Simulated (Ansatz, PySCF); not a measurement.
Gas-phase reaction (SMILES): CC(C)(C)OB(O)O + 7 [H][H] (H2) -> B (BH3) + 4 C (CH4) + 3 O (H2O); energy of full hydrogenation.

Geometries: B3LYP-D3(BJ)/def2-TZVP minima from Ansatz (a quantum-chemistry and plane-wave program), one conformer each, not searched for the lowest. Cores are frozen in the correlated levels unless marked. Spin-orbit coupling is left out. Non-relativistic. Basis-set limits of correlation are two-point, X^-3; Hartree-Fock from the larger set. The bracket is a focal-point correction in the basis named. Thermal terms are rigid-rotor harmonic-oscillator values from B3LYP-D3(BJ) frequencies (PySCF) at 298.15 K and 1 atm. 1 Eh = 627.5095 kcal/mol.

| species | E, RI-MP2/CBS(aug-cc-pVTZ,aug-cc-pVQZ)+[CCSD(T)-MP2]/aug-cc-pVTZ (Ansatz) (Eh) | E, wB97X-V/def2-TZVPD (Ansatz) (Eh) | H - E (Eh) | G - E (Eh) |
|---|---|---|---|---|
| CC(C)(C)OB(O)O | -409.32638 | -409.78731 | 0.17135 | 0.12675 |
| [H][H] (H2) | -1.17524 | -1.17238 | 0.01336 | -0.00144 |
| B (BH3) | -26.55177 | -26.60537 | 0.03008 | 0.00872 |
| C (CH4) | -40.46129 | -40.51531 | 0.04840 | 0.02728 |
| O (H2O) | -76.37791 | -76.43464 | 0.02495 | 0.00353 |

**Question.** Work out ΔE and ΔH, ΔG, ΔS and the equilibrium constant at 298.15 K at the first level, then ΔH at the second.

**Answer.** 
1. ΔE = [(-26.55177) + 4×(-40.46129) + 3×(-76.37791)] - [(-409.32638) + 7×(-1.17524)] = 0.02240 Eh = 14.1 kcal/mol at RI-MP2/CBS(aug-cc-pVTZ,aug-cc-pVQZ)+[CCSD(T)-MP2]/aug-cc-pVTZ.
2. The terms H - E add up to 0.03366 Eh, so ΔH = (0.02240 + (0.03366))×627.5095 = 35.2 kcal/mol.
3. The terms G - E add up to 0.01176 Eh, so ΔG = 21.4 kcal/mol, and ΔS = (0.03366 - (0.01176))×627509.5/298.15 = 46.1 cal/(mol K).
4. log10 K = -ΔG/(RT ln 10) = -15.7, with RT ln 10 = 1.3642 kcal/mol.
5. With ΔH and ΔS taken as constant, ΔG changes sign near ΔH/ΔS = 760 K, a rough figure that leaves out heat capacities.
6. At wB97X-V/def2-TZVPD the same steps give ΔE = 14.7 and ΔH = 35.8 kcal/mol, a shift of +0.6 from the first level.
7. These values are not checked against measurement here, since the tables used lack a sound gas-phase enthalpy of formation for at least one species.
